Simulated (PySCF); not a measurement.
Job file and geometry (Å, from PBE0-D3(BJ)/def2-SVP) of an NMR shielding run on (H2B-mu-PH2)2, GIAO PBE0/pcSseg-1 NMR shielding, non-relativistic, gas phase (PySCF 2.14.0, density-fitted response routines); density fitting, a coarse starting grid and PySCF grid level 2 are the driver's defaults:

```
$ OMP_NUM_THREADS=1 python probes_run.py task.json out

{"job": {"kind": "nmr", "xc": "PBE0", "basis": "pcSseg-1"}, "charge": 0, "multiplicity": 1}
B     -1.414086     0.076639    -0.161937
H     -1.877796     0.784217    -1.034230
H     -2.227696    -0.519391     0.512541
P     -0.033848     1.032205     0.888526
B      1.435944    -0.071403     0.149326
H      1.973694    -0.756015     0.995752
H      2.188986     0.555432    -0.567085
P      0.048174    -1.062853    -0.859695
H     -0.178406     0.991678     2.296761
H      0.053752     2.429229     0.675645
H     -0.043817    -2.447362    -0.576649
H      0.190579    -1.095137    -2.267955
```

Q: What does the program print?

A: 
```
coarse grid: 10384 points
cycle   1  E = -736.7656340803  dE =  1.984e-01  |g| = 3.786e-01  |ddm| = 2.971e+00
cycle   2  E = -736.7595144481  dE =  6.120e-03  |g| = 4.012e-01  |ddm| = 9.861e-01
cycle   3  E = -736.8163089444  dE = -5.679e-02  |g| = 3.998e-02  |ddm| = 5.112e-01
cycle   4  E = -736.8167422584  dE = -4.333e-04  |g| = 1.362e-02  |ddm| = 6.765e-02
cycle   5  E = -736.8167951044  dE = -5.285e-05  |g| = 3.183e-03  |ddm| = 2.213e-02
cycle   6  E = -736.8167980107  dE = -2.906e-06  |g| = 2.792e-04  |ddm| = 4.925e-03
final grid: 89248 points
cycle   7  E = -736.8415129501  dE = -2.295e-05  |g| = 5.568e-03  |ddm| = 2.424e-02
cycle   8  E = -736.8415121909  dE =  7.592e-07  |g| = 5.804e-03  |ddm| = 1.160e-02
cycle   9  E = -736.8415223657  dE = -1.017e-05  |g| = 4.537e-04  |ddm| = 6.208e-03
cycle  10  E = -736.8415224291  dE = -6.343e-08  |g| = 1.322e-04  |ddm| = 7.888e-04
cycle  11  E = -736.8415224343  dE = -5.120e-09  |g| = 1.607e-05  |ddm| = 1.726e-04
cycle  12  E = -736.8415224343  dE = -9.345e-11  |g| = 2.121e-06  |ddm| = 3.589e-05
converged SCF energy = -736.8415224343

GIAO shielding tensors (ppm)
atom      isotropic    diamagn.    paramagn.     s11        s22        s33       span
  0 B      137.013     191.413     -54.400    110.974    145.016    155.048     44.074
  1 H       28.251      28.320      -0.068     24.359     27.920     32.474      8.115
  2 H       28.376      28.194       0.182     24.369     27.814     32.946      8.576
  3 P      450.696     967.711    -517.015    353.214    494.567    504.307    151.093
  4 B      136.988     191.412     -54.424    111.030    144.772    155.161     44.131
  5 H       28.328      28.284       0.045     24.354     27.884     32.746      8.392
  6 H       28.301      28.230       0.071     24.393     27.847     32.664      8.271
  7 P      450.719     967.715    -516.996    352.766    494.774    504.616    151.850
  8 H       27.112      29.473      -2.361     23.326     24.750     33.261      9.935
  9 H       27.116      29.438      -2.322     23.226     24.664     33.457     10.231
 10 H       27.120      29.474      -2.354     23.328     24.755     33.277      9.948
 11 H       27.119      29.447      -2.329     23.229     24.674     33.453     10.224
```

Q: Turn these shieldings into chemical shifts. Chemical shifts δ = σref − σ; BF3·OEt2 for 11B (σref 100.73); 1H (σref 31.27) against TMS; H3PO4 for 31P (σref 310.13), all at this level.

A: Averaging equivalent atoms: B 0/4: -36.3; H 8/9/10/11: 4.15; H 1/2/5/6: 2.95; P 3/7: -140.6 ppm. Experimental scales use liquid or dissolved standards, which lie at an offset from isolated H3PO4.

Size and cost of the density-fitted run: 122 basis functions, 14 s wall time on 1 thread of an Arm Neoverse V1, shared host; peak memory 0.66 GiB.
